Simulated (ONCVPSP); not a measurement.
# Configuration tests for Ne (Z = 10) (ONCV)

ONCVPSP 4.0.1 input, shortened (lines: element, Z, core and valence counts, functional; n l f; lmax; l rc ep ncon nbas qcut; lloc lpopt rc5 dvloc0; l nproj debl; icmod fcfact rcfact), PBE, scalar-relativistic:

```
  Ne 10.00    1    2        4      upf
    1    0    2.00
    2    0    2.00
    2    1    5.00
    2
    0    0.70    0.00    4    9    7.70
    1    1.30    0.00    4    9   12.80
    2    1.05    0.26    4    8    8.50
    0    5    0.70    0.00
    0    0    2.30
    1    2    2.80
    2    2    1.50
    1    0.45    0.00
```

Energies are relative to the spin-unpolarised reference configuration 2s2 2p5; without spin polarisation the order of configurations can differ from experiment.

| valence configuration | charge | ΔE all-electron (eV) | error AE − PS (meV) |
| --- | --- | --- | --- |
| 2s2 2p3 | +3 | 110.698 | +512 |
| 2s2 2p5.5 | +0.5 | -13.607 | +11 |

(1) What are ΔE and the potential's error for 2s2 2p6?

(2) What are ΔE and the potential's error for 2s2 2p4?

Levels in the configuration 2s2 2p3:

```csv
level,all-electron (eV),pseudo (eV)
2s,-103.346,-103.196
2p,-80.549,-79.833
```

Answers

(1) ΔE = -22.475 eV all-electron; the error (AE − PS) is +30 meV.

(2) ΔE = 43.268 eV all-electron; the error (AE − PS) is +82 meV.
